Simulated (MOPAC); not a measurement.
A run for MOPAC: PM3 on H4OSiTe (SMILES O[Te][SiH3]), a point of a torsion scan.

```
PM3 1SCF PRECISE CHARGE=0 THREADS=1
H4OSiTe

O      2.43622692 1    -0.03395278 1    -0.20295969 1
Te     0.80022800 1    -1.20204386 1     0.01168451 1
Si    -0.14701763 1     0.09481541 1     1.91279435 1
H      2.43272169 1     0.67358594 1     0.43686821 1
H     -0.41315060 1     1.48696101 1     1.54412448 1
H     -1.38548586 1    -0.58908519 1     2.25072283 1
H      0.75764440 1     0.11826910 1     3.06424861 1
```

Output:

```
*******************************************************************************
 **                                                                           **
 **                              MOPAC v23.2.5                                **
 **                                                                           **
 *******************************************************************************
 ** MOPAC's Digital Object Identifier: https://doi.org/10.5281/zenodo.6511958 **
 **                                                                           **
 ** Please cite the open-source release paper for use of this MOPAC version:  **
 ** J. E. Moussa and J. J. P. Stewart (2026)                                  **
 ** MOPAC: An open-source semiempirical molecular orbital program             **
 ** J. Open Source Softw., 11(119), 8025, https://doi.org/10.21105/joss.08025 **
 *******************************************************************************

                              PM3 CALCULATION RESULTS

 *******************************************************************************
 *  PM3        - The PM3 Hamiltonian to be used
 *
 *
 *
 *                 CHARGE ON SYSTEM = 0
 *
 *
 *
 *  PRECISE    - TIGHTER CRITERIA TO BE USED
 *  1SCF       - DO 1 SCF AND THEN STOP
 *  THREADS=1  - MULTI-THREADING NOT USED
 *  T=         - A TIME OF 172800.0 SECONDS REQUESTED
 *  DUMP=N     - RESTART FILE WRITTEN EVERY 7200.0 SECONDS REQUESTED
 *******************************************************************************
PM3 1SCF PRECISE CHARGE=0 THREADS=1
 H4OSiTe

   ATOM   CHEMICAL          X               Y               Z
  NUMBER   SYMBOL      (ANGSTROMS)     (ANGSTROMS)     (ANGSTROMS)

     1       O          2.43622692  *  -0.03395278  *  -0.20295969  *
     2      Te          0.80022800  *  -1.20204386  *   0.01168451  *
     3      Si         -0.14701763  *   0.09481541  *   1.91279435  *
     4       H          2.43272169  *   0.67358594  *   0.43686821  *
     5       H         -0.41315060  *   1.48696101  *   1.54412448  *
     6       H         -1.38548586  *  -0.58908519  *   2.25072283  *
     7       H          0.75764440  *   0.11826910  *   3.06424861  *



          CARTESIAN COORDINATES

    NO.       ATOM           X           Y           Z

     1         O          2.4362     -0.0340     -0.2030
     2        Te          0.8002     -1.2020      0.0117
     3        Si         -0.1470      0.0948      1.9128
     4         H          2.4327      0.6736      0.4369
     5         H         -0.4132      1.4870      1.5441
     6         H         -1.3855     -0.5891      2.2507
     7         H          0.7576      0.1183      3.0642

  H: (PM3): J. J. P. STEWART, J. COMP. CHEM. 10, 209 (1989).
  O: (PM3): J. J. P. STEWART, J. COMP. CHEM. 10, 209 (1989).
 Si: (PM3): J. J. P. STEWART, J. COMP. CHEM. 10, 209 (1989).
 Te: (PM3): J. J. P. STEWART, J. COMP. CHEM. 12, 320-341 (1991).

           Empirical Formula: H4 O Te Si  =     7 atoms



      MOLECULAR POINT GROUP   :   Cs


      RHF CALCULATION, NO. OF DOUBLY OCCUPIED LEVELS = 10


 -------------------------------------------------------------------------------
 PM3 1SCF PRECISE CHARGE=0 THREADS=1
 H4OSiTe



     1SCF WAS SPECIFIED, SO BFGS WAS NOT USED
     SCF FIELD WAS ACHIEVED


                              PM3 CALCULATION
                                                       MOPAC v23.2.5 Linux




          FINAL HEAT OF FORMATION =        -17.14841 KCAL/MOL =     -71.74897 KJ/MOL


          COSMO AREA              =        125.45 SQUARE ANGSTROMS
          COSMO VOLUME            =        118.56 CUBIC ANGSTROMS

          IONIZATION POTENTIAL    =          8.959632 EV
          HOMO LUMO ENERGIES (EV) =         -8.960 -2.565
          NO. OF FILLED LEVELS    =         10
          MOLECULAR WEIGHT        =        175.7165         POINT GROUP:  Cs

          MOLECULAR DIMENSIONS (Angstroms)

            Atom       Atom       Distance
            H     6    O     1     4.57539
           Te     2    H     7     2.96240
            H     5   Te     2     2.16224


          SCF CALCULATIONS        =          1





   ATOM   CHEMICAL          X               Y               Z
  NUMBER   SYMBOL      (ANGSTROMS)     (ANGSTROMS)     (ANGSTROMS)

     1       O          2.43622692  *  -0.03395278  *  -0.20295969  *
     2      Te          0.80022800  *  -1.20204386  *   0.01168451  *
     3      Si         -0.14701763  *   0.09481541  *   1.91279435  *
     4       H          2.43272169  *   0.67358594  *   0.43686821  *
     5       H         -0.41315060  *   1.48696101  *   1.54412448  *
     6       H         -1.38548586  *  -0.58908519  *   2.25072283  *
     7       H          0.75764440  *   0.11826910  *   3.06424861  *

                             CARTESIAN COORDINATES

   1    O        2.436226920    -0.033952780    -0.202959690
   2   Te        0.800228000    -1.202043860     0.011684510
   3   Si       -0.147017630     0.094815410     1.912794350
   4    H        2.432721690     0.673585940     0.436868210
   5    H       -0.413150600     1.486961010     1.544124480
   6    H       -1.385485860    -0.589085190     2.250722830
   7    H        0.757644400     0.118269100     3.064248610


           Empirical Formula: H4 O Te Si  =     7 atoms



      MOLECULAR POINT GROUP   :   Cs


                  EIGENVALUES
 -34.61914 -17.51983 -15.53428 -13.38008 -13.29346 -12.47704 -12.03048 -10.65414
  -9.61549  -8.95963  -2.56484  -0.79092   0.59305   1.49145   1.52439   5.41664


              NET ATOMIC CHARGES AND DIPOLE CONTRIBUTIONS

  ATOM NO.   TYPE          CHARGE      No. of ELECS.   s-Pop       p-Pop
    1          O          -0.529831        6.5298     1.80211     4.72772
    2         Te           0.274524        5.7255     1.95830     3.76718
    3         Si           0.437510        3.5625     0.93383     2.62866
    4          H           0.182996        0.8170     0.81700
    5          H          -0.116586        1.1166     1.11659
    6          H          -0.132036        1.1320     1.13204
    7          H          -0.116577        1.1166     1.11658
 DIPOLE           X         Y         Z       TOTAL
 POINT-CHG.    -2.630    -1.233     0.928     3.049
 HYBRID        -0.480     0.621     0.929     1.216
 SUM           -3.109    -0.612     1.857     3.673


          ATOMIC ORBITAL ELECTRON POPULATIONS

     Atom    s        px        py        pz
    1  O   1.80211   1.59556   1.49493   1.63723
    2 Te   1.95830   1.04375   1.25063   1.47280
    3 Si   0.93383   0.86778   0.88141   0.87946
    4  H   0.81700
    5  H   1.11659
    6  H   1.13204
    7  H   1.11658

 **********************
 *                    *
 * JOB ENDED NORMALLY *
 *                    *
 **********************




 == MOPAC DONE ==
```

The run finished.

Cost: around 0.020 core-seconds (rough).
